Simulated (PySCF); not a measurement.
SiHBr3, SMILES Br[SiH](Br)Br. Heavy atoms are numbered as in [SiH:1]([Br:2])([Br:3])[Br:4]. Hydrogens are named by the atom that carries them.

Geometry: ωB97X-D3(BJ)/def2-SVP.

Method: PBE/def2-TZVP in PySCF.

ESP charges are fitted to the potential on shells at 1.4 to 2.0 van der Waals radii. Atomic charges (e), one atom of each kind:

```json
[
 {"atom": "Si1 (SiH)", "Mulliken": "[?]", "ESP fit": "-0.27", "meta-Löwdin": "0.67"},
 {"atom": "Br2", "Mulliken": "[?]", "ESP fit": "0.04", "meta-Löwdin": "-0.20"},
 {"atom": "H on Si1", "Mulliken": "[?]", "ESP fit": "0.15", "meta-Löwdin": "-0.07"}
]
```

What belongs in the gaps? (An estimate is asked for; the answer gives what the named calculation found.)


- Si1 (SiH), Mulliken: 0.39
- Br2, Mulliken: -0.13
- H on Si1, Mulliken: 0.02

Computed Mayer and Wiberg (Löwdin basis) orders of the bonds:
| bond | Mayer | Wiberg |
|---|---|---|
| Si1–Br2 | 1.23 | 1.86 |
| Si1–Br3 | 1.23 | 1.86 |
| Si1–Br4 | 1.23 | 1.86 |
